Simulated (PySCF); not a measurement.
Compound: (H2B-mu-NH2)3.
Bonds: B1–N4, B1–N12, N4–B5, B5–N8, N8–B9, B9–N12. Hydrogens: H2, H3 on B1; H13, H14 on N4; H6, H7 on B5; H15, H16 on N8; H10, H11 on B9; H17, H18 on N12.

Method: PBE0-D3(BJ)/def2-SVP geometry optimisation, gas phase in PySCF 2.14.0.

**Question.** List the bond lengths, angles and torsions at this level.

**Answer.** 
```json
{"bond": "B1–H2, B5–H7, B9–H11", "length (Å)": "1.219"}
{"bond": "B1–H3, B5–H6, B9–H10", "length (Å)": "1.228"}
{"bond": "B1–N4 and 5 like bonds", "length (Å)": "1.581"}
{"bond": "N4–H13 and 5 like bonds", "length (Å)": "1.021"}
```

Bonds in one row agree within 0.01 Å and their mean is given. A selection of angles:
```json
{"angle": "H2–B1–H3", "degrees": "113.2"}
{"angle": "H2–B1–N4", "degrees": "108.7"}
{"angle": "N4–B1–N12", "degrees": "107.7"}
{"angle": "B1–N4–B5", "degrees": "117.8"}
{"angle": "B1–N4–H13", "degrees": "110.5"}
{"angle": "B1–N4–H14", "degrees": "106.4"}
{"angle": "H13–N4–H14", "degrees": "104.1"}
```

Torsions: N12–B1–N4–B5 -51° (synclinal); N4–B1–N12–B9 51° (synclinal); B1–N4–B5–N8 51° (synclinal); N4–B5–N8–B9 -51° (synclinal); B5–N8–B9–N12 51° (synclinal); N8–B9–N12–B1 -52° (synclinal).

N4 (nitrogen bonded to 2 B and 2 H) is distorted tetrahedral (angles from 104.1° to 117.8°). All 6 B–N bonds measure 1.581 to 1.582 Å. B1 (boron bonded to 2 N and 2 H) is distorted tetrahedral (angles from 107.7° to 113.2°).

Point group: C3v (tolerance 0.08 Å). No PBE0-D3(BJ)/def2-SVP frequencies stand behind this structure, so it isn't proved a minimum. One conformer, not necessarily the lowest.

The run took 89 s of wall time on an Intel Xeon at 2.70 GHz with one thread, on a shared host, and the process peaked at 0.59 GiB of memory. This is the geometry optimisation.
